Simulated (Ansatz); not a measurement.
`C[SiH2][Al]([CH3])[OH]` + H₂ → `[CH3][Al]([OH])[SiH3]` + CH₄  (hydrogenolysis of the Si–C bond)

Calculated with Ansatz (gas phase, PBE0-D4/def2-TZVP geometries, no zero-point term in ΔE). CCSD(T)/CBS adds triple-zeta CCSD(T) − MP2 to the extrapolated MP2 energy (def2 sets, frozen cores). This one scheme is used for every species. Functionals use def2-TZVPP. Each species was taken in one conformer, which may not be the lowest.

`C[SiH2][Al]([CH3])[OH]`:

Z-matrix (Å, degrees):
```
C
Si 1 1.886
H 1 1.092 2 111.0
H 1 1.092 2 110.9 3 120.2
H 1 1.092 2 110.8 3 -120.2
Al 2 2.464 1 113.9 3 179.2
H 2 1.497 1 108.7 3 56.7
H 2 1.496 1 108.9 3 -57.4
O 6 1.704 2 119.0 1 172.1
C 6 1.947 2 124.7 1 -8.2
H 9 0.956 6 122.9 2 -0.7
H 10 1.093 6 111.8 2 -179.3
H 10 1.095 6 111.1 2 59.8
H 10 1.095 6 111.1 2 -58.4
```

H₂:

Z-matrix (Å, degrees):
```
H
H 1 0.746
```

`[CH3][Al]([OH])[SiH3]`:

Z-matrix (Å, degrees):
```
C
Al 1 1.943
H 1 1.093 2 111.6
H 1 1.095 2 111.2 3 -120.8
H 1 1.095 2 111.1 3 120.7
O 2 1.702 1 117.0 3 -0.8
Si 2 2.461 1 124.3 3 179.3
H 6 0.956 2 122.9 1 180.0
H 7 1.493 2 111.5 1 61.2
H 7 1.493 2 111.6 1 -57.9
H 7 1.492 2 112.7 1 -178.4
```

CH₄:

Z-matrix (Å, degrees):
```
C
H 1 1.090
H 1 1.090 2 109.5
H 1 1.090 2 109.5 3 -120.0
H 1 1.090 2 109.5 3 120.0
```

Problem. Is it downhill or uphill in electronic energy at CCSD(T)/CBS, and by how much? (An estimate is asked.)

Solution. Ansatz gave: Downhill: ΔE = -0.36 eV.

Problem. What do these levels give: ωB97X-V, PBE0, LC-ωPBE, CCSD/def2-SVP, CCSD(T)/def2-SVP, MP2/def2-TZVPP? (Estimate.)

Solution. Ansatz gave: ωB97X-V -0.39, PBE0 -0.41, LC-ωPBE -0.41, CCSD/def2-SVP -0.53, CCSD(T)/def2-SVP -0.50, MP2/def2-TZVPP -0.33 eV.

Largest T1 diagnostic among the species: 0.013.

At CCSD(T), def2-SVP lies −0.14 eV from the extrapolated value and def2-TZVPP −0.03 eV. In def2-TZVPP, CCSD(T) changes the Hartree–Fock value by +0.21 eV (the triples alone add +0.04 eV) and MP2 by +0.27 eV. Leaving LDA and LC-ωPBE aside and taking each functional with its dispersion term where it has one, the values, not all of them listed here, spread over 0.13 eV, from B97M-V to revPBE-D4. LDA lies +0.04 eV from PBE without D4.
